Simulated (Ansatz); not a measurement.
An input meant for C₉H₁₄O₃S₂⁺, that is dimethylphenylsulfonium mesylate with one electron fewer (charge 1, doublet).

```yaml
crystal:
  periodic: [true, true, true]
  atoms:
    - {symbol: C, position_ang: [-1.474181, 0.098836, -3.641847]}
    - {symbol: S, position_ang: [-0.766806, 0.313509, -2.016872]}
    - {symbol: O, position_ang: [0.704923, 0.158530, -2.197016]}
    - {symbol: O, position_ang: [-1.194251, 1.633759, -1.543699]}
    - {symbol: O, position_ang: [-1.327469, -0.834368, -1.218329]}
    - {symbol: H, position_ang: [-1.185037, -0.888080, -4.024207]}
    - {symbol: H, position_ang: [-2.565284, 0.175176, -3.553082]}
    - {symbol: H, position_ang: [-1.084143, 0.894958, -4.288790]}
    - {symbol: C, position_ang: [0.653345, -2.256781, 2.326378]}
    - {symbol: S, position_ang: [-0.166846, -1.657714, 0.819837]}
    - {symbol: C, position_ang: [1.051412, -2.155010, -0.404936]}
    - {symbol: C, position_ang: [0.033357, 0.092628, 1.060232]}
    - {symbol: C, position_ang: [-1.110803, 0.779264, 1.456761]}
    - {symbol: C, position_ang: [-1.029106, 2.151412, 1.660156]}
    - {symbol: C, position_ang: [0.172959, 2.818843, 1.439515]}
    - {symbol: C, position_ang: [1.300642, 2.118552, 1.017543]}
    - {symbol: C, position_ang: [1.239728, 0.742639, 0.821928]}
    - {symbol: H, position_ang: [0.031158, -1.954049, 3.179119]}
    - {symbol: H, position_ang: [0.693207, -3.354057, 2.271848]}
    - {symbol: H, position_ang: [1.662355, -1.834733, 2.426912]}
    - {symbol: H, position_ang: [0.684572, -3.102250, -0.820765]}
    - {symbol: H, position_ang: [1.055125, -1.369988, -1.193559]}
    - {symbol: H, position_ang: [2.031587, -2.284534, 0.071908]}
    - {symbol: H, position_ang: [-2.061318, 0.252315, 1.556493]}
    - {symbol: H, position_ang: [-1.921507, 2.706882, 1.954728]}
    - {symbol: H, position_ang: [0.225549, 3.901588, 1.572959]}
    - {symbol: H, position_ang: [2.233036, 2.648311, 0.812626]}
    - {symbol: H, position_ang: [2.113795, 0.204372, 0.454149]}
basis:
  gaussian: {orbitals: def2-SVPD}
total_charge: 1
magnetization: {spin_polarized: true, initial_magnetization: 1}
hamiltonian: {xc: {name: r2SCAN}}
output: {forces: true}
```

```sh
$ ansatz run in.yaml --threads 4 --pin off --events-out ev --progress --plain --max-ram 6963MiB
```

It prints (some lines left out):

```
Error: YAML parse error: error: line 2 column 3: crystal: missing field `lattice` (a structure is typed as `lattice` and `atoms`, a molecule's as `atoms` in Å alone, or read from a run's directory, `checkpoint`)
 --> <input>:2:3
1 | crystal:
2 |   periodic: [true, true, true]
3 |   atoms:
4 |     - {symbol: C, position_ang: [-1.474181, 0.098836, -3.641847]}
```

In this input the species is marked periodic without a cell. The input was rejected before any iteration.
